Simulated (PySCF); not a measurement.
Cost of excited-state runs on `C1C2(C(OC)=CC=C2)CC1`, C₉H₁₂O

Structure with atom numbers: `[CH3:1][O:2][C:3]1=[CH:4][CH:5]=[CH:6][C:7]12[CH2:8][CH2:9][CH2:10]2`. Hydrogens are named by the atom that carries them.

PySCF with density fitting, on 1 thread of an Arm Neoverse V2, shared host. Command: `OMP_NUM_THREADS=1 python excited_run.py task.json out`

Task: How long does each of these runs take, and how much memory?
- first hyperpolarisability, CAM-B3LYP/def2-SVPD; usual settings
- circular dichroism and optical rotation, CAM-B3LYP/def2-SVPD; 12 states
- excited states, wB97X-D/def2-SVPD; Tamm-Dancoff; spin-orbit couplings; 6 states; 5 triplets; quadratic response for 4 states
- excited states, CAM-B3LYP/def2-SVPD; two-photon moments; 8 states; quadratic response for 6 states; 0 triplets

Result: 
| run | level | basis functions | wall time | peak memory (GiB) |
| --- | --- | --- | --- | --- |
| first hyperpolarisability | CAM-B3LYP/def2-SVPD | 299 | 94 s | 1.3 |
| circular dichroism and optical rotation | CAM-B3LYP/def2-SVPD | 299 | 3.2 min | 1.5 |
| excited states | wB97X-D/def2-SVPD | 299 | 82 s | 1.2 |
| excited states | CAM-B3LYP/def2-SVPD | 299 | 2.1 min | 1.4 |

Times from a shared host are rough.
